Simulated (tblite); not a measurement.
C5H8N2S.
Atom-mapped SMILES: `[CH3:1][CH2:2][c:3]1[n:4][n:5][s:6][c:7]1[CH3:8]` (hydrogens: H9, H10, H11 on C1; H12, H13 on C2; H14, H15, H16 on C8)

Computed with GFN2-xTB (tblite), gas phase: L-BFGS steps from a force-field or distance-geometry start until the largest atomic force falls under 0.01 eV/Å.

Step 0: E = -648.2993 eV
```
atom  x, y, z in Å  |  force x, y, z in eV/Å
C1     -1.8417   -0.6142    0.3883   -0.523   1.044   0.629
C2     -1.0394   -0.2843   -0.8571    0.684   0.168  -0.388
C3      0.0413    0.7297   -0.5385   -1.009  -0.414  -0.656
N4     -0.0941    2.0119   -0.8855   -1.902   0.914  -1.040
N5      0.8731    2.7885   -0.5540   -5.132   2.163  -3.083
S6      1.9628    2.0994    0.1306    6.109  -3.941   3.924
C7      1.2057    0.4888    0.0932    1.898  -0.277   0.991
C8      1.7469   -0.8052    0.6431   -0.260  -0.213  -0.028
H9     -1.9338    0.3341    0.9852    0.034  -0.854  -0.347
H10    -1.3560   -1.3629    1.0218   -0.357   0.100  -0.270
H11    -2.8715   -0.8707    0.0902    0.567  -0.345   0.366
H12    -0.5614   -1.1947   -1.2913   -0.380   0.588   0.221
H13    -1.7164    0.1676   -1.5878    0.260  -0.067  -0.045
H14     1.3341   -1.6504    0.0305    0.438   0.727   0.467
H15     1.3877   -0.9720    1.6888    0.348   0.241  -0.735
H16     2.8553   -0.8568    0.6312   -0.776   0.168  -0.006
```

**Question.** Estimate the geometry and energy of step 1. (The exact step hangs on the optimiser's Hessian estimate; all steps are aligned on step 0, rigid shifts and turns removed.)

**Answer.** E = -649.0417 eV, largest force 0.914 eV/Å
```
atom  x, y, z in Å  |  force x, y, z in eV/Å
C1     -1.8492   -0.5993    0.3973    0.034   0.217  -0.006
C2     -1.0296   -0.2819   -0.8627   -0.046   0.073   0.031
C3      0.0268    0.7238   -0.5479    0.787   0.409   0.054
N4     -0.1213    2.0249   -0.9003   -0.402  -0.204  -0.087
N5      0.7998    2.8194   -0.5981    0.055  -0.897   0.168
S6      2.0500    2.0431    0.1867   -0.085  -0.697   0.157
C7      1.2328    0.4849    0.1073   -0.185   0.723  -0.266
C8      1.7432   -0.8082    0.6427    0.007  -0.128   0.019
H9     -1.9333    0.3219    0.9802   -0.039  -0.180   0.043
H10    -1.3611   -1.3615    1.0179   -0.362   0.182  -0.253
H11    -2.8634   -0.8756    0.0954    0.309  -0.308   0.279
H12    -0.5668   -1.1863   -1.2881   -0.233   0.244   0.108
H13    -1.7127    0.1666   -1.5884    0.228  -0.062  -0.095
H14     1.3404   -1.6400    0.0371    0.225   0.379   0.211
H15     1.3927   -0.9685    1.6783    0.203   0.158  -0.379
H16     2.8442   -0.8544    0.6311   -0.497   0.091   0.016
```

The energy changes by -0.7424 eV. The first-order estimate −F·Δx gives -1.8233 eV and the mean of the old and new forces, exact on a quadratic surface, -0.9222 eV. The step makes an angle of 0° with the force vector and moves no atom by more than 0.118 Å.

The cost below is that of the whole relaxation. On one thread of an Arm Neoverse V1, shared host with 32 logical CPUs at a one-minute load of 28, this took 0.43 s wall.
